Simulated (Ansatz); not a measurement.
`[AlH2-]1[Cl+][AlH2-][Cl+]1`. Total charge 0; spin multiplicity 1. The geometry is a stationary point of PBE0-D4/def2-TZVP.

```xyz
8

Al    0.521   -1.493   -0.325
Cl   -1.013   -0.601    1.138
Al   -0.521    1.493    0.325
Cl    1.021    0.602   -1.130
H    -0.264   -2.273   -1.443
H     1.753   -2.005    0.509
H    -1.754    1.995   -0.514
H     0.257    2.282    1.441
```

(1) What is the dipole moment at ωB97M-V/def2-TZVPP? (An estimate is asked.)

(2) Give the Mulliken charges with ωB97M-V, r2SCAN, PBE in def2-TZVPP. (An estimate is asked.)

Results:

(1) Ansatz gave: 0.00 D, zero by symmetry or nearly so.

(2) The calculation gave: 
```json
{"atom": "Al1", "ωB97M-V": "0.40", "r2SCAN": "0.54", "PBE": "0.41"}
{"atom": "Cl2", "ωB97M-V": "-0.16", "r2SCAN": "-0.20", "PBE": "-0.15"}
{"atom": "Al3", "ωB97M-V": "0.40", "r2SCAN": "0.54", "PBE": "0.41"}
{"atom": "Cl4", "ωB97M-V": "-0.16", "r2SCAN": "-0.20", "PBE": "-0.15"}
{"atom": "H5", "ωB97M-V": "-0.12", "r2SCAN": "-0.17", "PBE": "-0.13"}
{"atom": "H6", "ωB97M-V": "-0.12", "r2SCAN": "-0.17", "PBE": "-0.13"}
{"atom": "H7", "ωB97M-V": "-0.12", "r2SCAN": "-0.17", "PBE": "-0.13"}
{"atom": "H8", "ωB97M-V": "-0.12", "r2SCAN": "-0.17", "PBE": "-0.13"}
```
